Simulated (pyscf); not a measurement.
A first-order saddle from PySCF, ωB97X-D3(BJ)/def2-SVP:

```xyz
15

Ge     1.1346    -0.8641    -0.3863
F      1.7125     0.3635    -1.4106
F      1.0099    -0.3070     1.2877
F     -0.1646    -1.8200    -0.9066
F      2.4387    -1.9456    -0.2156
Al    -0.1918     1.3010     1.3281
Cl    -1.4128     0.8834     3.0090
C     -1.0938     0.8311    -0.3760
C      1.1247     2.7267     1.3864
H     -1.8375     0.0251    -0.2967
H     -0.6282     0.7936    -1.3731
H     -1.6706     1.7792    -0.4174
H      0.6496     3.7192     1.3029
H      1.8475     2.6446     0.5563
H      1.6926     2.7195     2.3316
```
Charge 0, spin multiplicity 1.

Surface: singlet, charge 0. Lowest wavenumbers (cm⁻¹): 118i, 35, 73, 102, 114.

Q: What reaction is this the transition state of?

A: `[F][Ge]([F])([F])[F]` + `[CH3][Al]([CH3])[Cl]` ⇌ `[CH3][Ge]([F])([F])[F]` + `[CH3][Al]([F])[Cl]`, a four-centre exchange read from left to right: F–Ge, Al–C broken and C–Ge, Al–F formed. At ωB97M-D3(BJ)/def2-TZVP it lies -13.5 kJ/mol from the left side and +137.2 kJ/mol from the right (each side as separated species at their lowest minima found). On the reactant side the descent ends in an adduct with a Al–F contact, 32.5 kJ/mol under the separated species and 6.6 kJ/mol under the saddle at ωB97X-D3(BJ)/def2-TZVP. At ωB97M-D3(BJ) the saddle lies under the separated reactants, which points to a path from their complex (located at ωB97X-D3(BJ) alone). What is counted as formed (Al–F) is already present as a longer contact in the reactant adduct; forming that adduct is a step of its own. At ωB97X-D3(BJ) the barrier from the zero used here is -25.8 kJ/mol. One saddle was located; it need not be the lowest between these sides. Elements up to Kr have no core potential and no relativistic terms here.
